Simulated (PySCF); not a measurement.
SMILES c1(ccc(s1)OC)-c1cccs1 (C9H8OS2), singlet at its GFN2-xTB optimised geometry (Å):

```
20

C     -2.3402    -3.3973    -0.0040
O     -0.9468    -3.5991    -0.0015
C     -0.1719    -2.5026     0.0000
C      1.1932    -2.5026     0.0000
C      1.7348    -1.2051     0.0000
C      0.7955    -0.2106     0.0004
C      0.9865     1.2031    -0.0016
C      0.0393     2.1933     0.0074
C      0.5924     3.4881     0.0003
C      1.9500     3.4798    -0.0140
S      2.5904     1.8827    -0.0185
S     -0.8173    -0.8853     0.0015
H     -2.6552    -2.8403    -0.8926
H     -2.6596    -2.8490     0.8883
H     -2.7906    -4.3876    -0.0101
H      1.7745    -3.4051    -0.0002
H      2.7906    -1.0001    -0.0004
H     -1.0165     1.9875     0.0189
H      0.0030     4.3876     0.0058
H      2.6247     4.3123    -0.0220
```

Calculation: PBE0/def2-SVP run with PySCF. Cells within 0.4 Å of a nucleus heavier than hydrogen are left out (blank, or x).

Map of the electrostatic potential (hartree/e), clipped to [-0.08, 0.12] on the plane z = 0.0 Å:

```
|22222222222333333333333322222|
|22222222223333333333333332222|
|22222222233334433334443333222|
|22222222233347964347864333222|
|22222222333359997689995333222|
|22222222333359999999995333222|
|222222233333499x99x9974333222|
|222222233333599x99x9995332222|
|22222233334699999999998432222|
|22222233346999x99999999422222|
|22222233347999x9999xx99322222|
|2222223333599999x999998222222|
|2222222333456899x999994222222|
|22233322234799999999853222222|
|233333322369999xx997653322222|
|3333333324999999x999995332222|
|333333333599xx9999x9996332222|
|33333333459999999xx9995332222|
|33333344569999999999754332222|
|3333344589999xx9xx98433322222|
|33333459999999x9xx98433322222|
|333344699x99x9999999433222222|
|333344699x99x9966999533222222|
|33334469999999223686433222222|
|33333469996410012333332222222|
|33333458974200012233322222222|
|33333344443211112222222222222|
|33333333333222222222222222222|
|33333333332222222222222222222|
```
Scale: ten equal steps from -0.045 (start of '0') to 0.120 (end of '9'), in the order '0123456789'; x runs from -6.50 to 6.50, y from -6.50 (bottom) to 6.50 (top).
